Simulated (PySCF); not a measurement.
A side-by-side comparison of computed properties.

First species: C3H12N2Si2.
Atom-mapped SMILES: `[SiH3:1][CH2:2][SiH:3]1[NH:4][CH2:5][CH2:6][NH:7]1` (hydrogens: H8, H9, H10 on Si1; H11, H12 on C2; H13 on Si3; H14 on N4; H15, H16 on C5; H17, H18 on C6; H19 on N7)

Second species: C₃H₁₂N₂Si₂.
SMILES: `C/C=N\[SiH2]N(C)[SiH3]`

Levels: CAM-B3LYP/def2-SVPD for HOMO energy, LUMO energy, HOMO–LUMO gap and static isotropic polarisability; TDDFT CAM-B3LYP/def2-SVPD for lowest singlet excitation; TDA CAM-B3LYP/def2-SVPD for lowest triplet excitation (Tamm–Dancoff). Geometries: GFN2-xTB. Each species is one conformer at its optimised geometry, gas phase, non-relativistic unless stated; the electronic structure was computed with PySCF and density fitting.

The conformers computed, where there is a choice (atom-mapped SMILES and torsion angles):
- `[CH3:1]/[CH:2]=[N:3]\[SiH2:4][N:5]([CH3:6])[SiH3:7]`: C2–N3–Si4–N5 134°, N3–Si4–N5–C6 43°

The conformers of `[SiH3]C[SiH]1NCCN1` aren't listed.

Values for the first species:

```
HOMO energy                              : -7.94 eV
LUMO energy                              : 1.12 eV
HOMO–LUMO gap                            : 9.06 eV
Lowest singlet excitation                : 6.08 eV
Lowest triplet excitation (Tamm–Dancoff) : 5.83 eV
Static isotropic polarisability          : 99.6 au
```

Q: Estimate the same properties for the second species, and the change in each.

A: 
```csv
property,first,second,second less first
HOMO energy,-7.94 eV,-8.02 eV,-0.08 eV
LUMO energy,1.12 eV,0.61 eV,-0.51 eV
HOMO–LUMO gap,9.06 eV,8.63 eV,-0.43 eV
lowest singlet excitation,6.08 eV,4.28 eV,-1.80 eV
lowest triplet excitation (Tamm–Dancoff),5.83 eV,3.74 eV,-2.09 eV
static isotropic polarisability,99.6 au,104.2 au,+4.6 au
```

On the first: No computed singlet falls in the visible range (750 to 380 nm, 1.65 to 3.26 eV); S1 lies 2.82 eV above its blue end. The principal polarisabilities are 88.9, 98.3 and 111.4 au; their mean is the isotropic value.

On the second: The polarisability is 15.44 Å³ as a volume (1 au = 0.148185 Å³), or 1.45 au for each of the 72 electrons. The principal polarisabilities are 86.5, 97.1 and 129.1 au; their mean is the isotropic value.
